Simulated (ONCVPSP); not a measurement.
Transferability test, ONCV potential for Al (Z = 13)

Al, optimised norm-conserving Vanderbilt (ONCV), made with ONCVPSP 4.0.1 (PBE, scalar-relativistic). Core [Ne], reference 3s2 (charge +1). Waves: 3s: rc 1.65 bohr, ncon 4, nbas 7, qcut 4.5 1/bohr, 1 projector; p scattering state at 0.16 Ha: rc 1.60 bohr, ncon 3, nbas 6, qcut 4.8 1/bohr, 2 projectors, debl 1.1 Ha. Local part: polynomial inside 1.50 bohr (lpopt 5, dvloc0 1 Ha). Core correction: polynomial model core, fcfact 0.45.

Energies are relative to the spin-unpolarised reference configuration 3s2; without spin polarisation the order of configurations can differ from experiment.

```
valence configuration  charge  ΔE all-electron (eV)  error AE − PS (meV)
              3s2 3p1       0                -5.761                  +11
                  3s1      +2                19.225                  +17
              3s1 3p2       0                -0.622                  +15
```

**Question.** What are ΔE and the potential's error for 3s2 3p0.5?

**Answer.** ΔE = -3.676 eV all-electron; the error (AE − PS) is +5.4 meV.

Levels in the configuration 3s2 3p1:

| level | all-electron (eV) | pseudo (eV) |
| --- | --- | --- |
| 3s | -7.753 | -7.758 |
| 3p | -2.712 | -2.720 |

Note: no bound ghost flagged; GHOST(+) flagged for s at 28.8 eV.
